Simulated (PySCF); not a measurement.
A calculated (HSE06, PySCF 2.14, def2-QZVPPD, the non-relativistic Hamiltonian (point nucleus)) atom or ion has these occupied shells.

| shell | electrons | orbital energy (eV) | rms radius, mean of both spins (bohr) |
| --- | --- | --- | --- |
| 1s α | 1 | -10148.4 | 0.0572 |
| 1s β | 1 | -10148.3 | 0.0572 |
| 2s α | 1 | -1253.8 | 0.240 |
| 2s β | 1 | -1253.7 | 0.240 |
| 2p α | 3 | -1109.8 | 0.213 |
| 2p β | 3 | -1109.7 | 0.213 |
| 3s α | 1 | -152.34 | 0.711 |
| 3s β | 1 | -152.11 | 0.711 |
| 3p α | 3 | -105.08 | 0.741 |
| 3p β | 3 | -104.89 | 0.741 |
| 3d α | 5 | -24.134 | 0.909 |
| 3d β | 5 | -23.850 | 0.909 |
| 4s α | 1 | -11.304 | 2.52 |
| 4p α | 2 | -4.420 | 3.37 |

Name the element and its charge.

Ga (gallium, neutral), in [Ar] 3d10 4s1 4p2, high-spin 4P determinant (an excited configuration).
